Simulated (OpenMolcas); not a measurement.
A calculation on Sn IV.

```json
{
 "Program": "OpenMolcas 26.06",
 "Method": "CASSCF",
 "Basis": "ANO-RCC-VTZP [7s6p4d2f1g]",
 "Scalar Hamiltonian": "DKH2, point nucleus",
 "Active space": "1 electron in 4 orbitals (5s 5p)",
 "State averaging": "2S+1 = 2 even, 1 root; 2S+1 = 2 odd, 3 roots",
 "Spin-orbit coupling": "state interaction with AMFI integrals over the reference wave functions, term energies averaged over their components"
}
```

(1) Which level of the active space comes out lowest?

(2) How high does 5p ²P°_3/2 lie?

(3) How high does 5p ²P°_1/2 lie?

Measured values: Moore, Atomic Energy Levels, vol. III, NSRDS-NBS 35 (1971 reprint of NBS Circular 467, 1958).

Results:

(1) 5s ²S_1/2, with 100 % of that term; it is also the measured ground level.

(2) 9.0882 eV above the lowest level; measured 9.4318 eV above the ground level, so the calculation is off by -4 %.

(3) 8.4265 eV above the lowest level; measured 8.6248 eV above the ground level, so the calculation is off by -2 %.

With one active electron the reference holds no correlation, so core polarisation is missing. Measured partners are found by configuration, term and J. A level has none where our copy of the source lacks it or the pairing is in doubt (some pairs that miss far off the trend of their configuration count as doubtful), and it then counts in no deviation. Only configurations of the active space appear.

° marks odd parity.
